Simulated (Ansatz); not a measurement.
The cluster In2PF3, relaxed as a singlet with RKS r2SCAN-D4/def2-SVP in Ansatz, starting from the GFN2-xTB geometry. Force threshold 0.02 eV/Å.

In the def2 sets In takes a core potential; there is no spin–orbit coupling. The structure comes from a short search, and lower isomers may exist.

Start:

```xyz
6

In    0.6207    0.1916    1.6772
In   -1.1524   -0.1662   -1.3692
P    -1.8737    0.0170    1.0895
F     1.0299    0.1078   -0.6117
F    -1.0526   -0.4215   -3.3762
F     2.4281    0.2714    2.5905
```

Estimate the energy that the relaxation releases and the steps that it takes.

0.75 eV, in 5 steps; 9.5 s on 4 threads of Arm Neoverse V2 on a shared host. No frequencies were taken in this run, so the end may be a saddle point.

Does the start keep its bonding and symmetry?

By distances, no bond broke or formed. The bond that changes most is In1–F4, from 2.33 to 2.16 Å (atoms count from 1). Point group Cs at the start, C2v at the end, both within 0.05 Å.

Predict the relaxed structure.


```csv
atom,x (Å),y (Å),z (Å)
In1,0.531,0.156,1.469
In2,-1.017,-0.153,-1.186
P3,-1.844,0.002,1.075
F4,1.062,0.005,-0.620
F5,-0.968,-0.324,-3.117
F6,2.236,0.315,2.379
```
Bond lengths (bridged metal pairs left out): 4 × F–In 1.94 to 2.16 Å; 2 × In–P 2.41 Å.
